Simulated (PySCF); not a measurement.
C₂H₆GeN₂.

```xyz
11

N      1.8926     0.0356     0.7942
Ge     0.4102    -0.2117    -0.2373
C     -1.3021    -0.7153     0.6102
N     -1.9738     0.2954     0.2030
C     -1.0330     1.1594    -0.5211
H      2.7805     0.1416     0.3147
H      1.8273     0.6891     1.5676
H      0.8982    -1.0225    -1.4576
H     -1.7701    -1.5161     1.2023
H     -0.9059     2.1238    -0.0026
H     -1.3771     1.3758    -1.5458
```

Coordinates come from a PBE0-D3(BJ)/def2-SVP optimisation. The structure was generated by enumeration; whether it is a known compound was not checked. Other conformers were not sampled.

All values below come from PySCF with PBE0/pcSseg-1. Non-relativistic, no solvent.

Question: Give the absolute GIAO shielding of each atom: isotropic value and principal components (ppm). (Estimate from the structure and the level; the computed values follow.)

Answer: 
| atom | σ(iso) | σ11 | σ22 | σ33 | span |
|---|---|---|---|---|---|
| N1 | 237.4 | 224.9 | 226.5 | 260.7 | 35.8 |
| Ge2 | 1297.7 | 1123.9 | 1317.3 | 1451.9 | 328.1 |
| C3 | -10.8 | -106.0 | -8.1 | 81.7 | 187.8 |
| N4 | -235.9 | -722.5 | -164.2 | 178.9 | 901.4 |
| C5 | 113.7 | 65.2 | 109.9 | 166.2 | 101.0 |
| H6 | 30.4 | 23.0 | 25.6 | 42.7 | 19.7 |
| H7 | 30.4 | 23.4 | 27.0 | 40.9 | 17.5 |
| H8 | 25.4 | 20.1 | 21.1 | 35.1 | 15.1 |
| H9 | 22.9 | 20.8 | 22.8 | 25.1 | 4.3 |
| H10 | 27.0 | 24.5 | 26.3 | 30.0 | 5.5 |
| H11 | 26.9 | 24.3 | 26.0 | 30.5 | 6.1 |
